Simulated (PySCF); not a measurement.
CH₆ClNSi, SMILES C[SiH](N)Cl. Geometry optimised at PBE-D3(BJ)/def2-SVP. One conformer was computed; it need not be the lowest.

These are PBE-D3(BJ)/def2-SVP in PySCF 2.14.0 values and carry that method's errors.

Harmonic wavenumbers (cm⁻¹): 147, 183, 205, 248, 294, 464, 497, 618, 687, 740, 808, 847, 871, 899, 1220, 1378, 1382, 1499, 2193, 2980, 3080, 3091, 3478, 3571. Rotational constants (GHz): 5.722, 3.116, 2.264; symmetry number 1.

Question: Work out the zero-point energy and the ideal-gas rigid-rotor harmonic-oscillator thermochemistry at 298.15 K and 1 atm.

Answer: ZPE = ½ Σ hcν = ½ × 31379 cm⁻¹ = 187.69 kJ/mol. H − E(el) = 207.70 kJ/mol. Entropy in J/(mol K): translation 165.62, rotation 110.79, vibration 56.41, total 332.81. G − E(el) = 108.47 kJ/mol. Cp = 104.39 J/(mol K). Modes under 150 cm⁻¹ make the vibrational entropy uncertain.
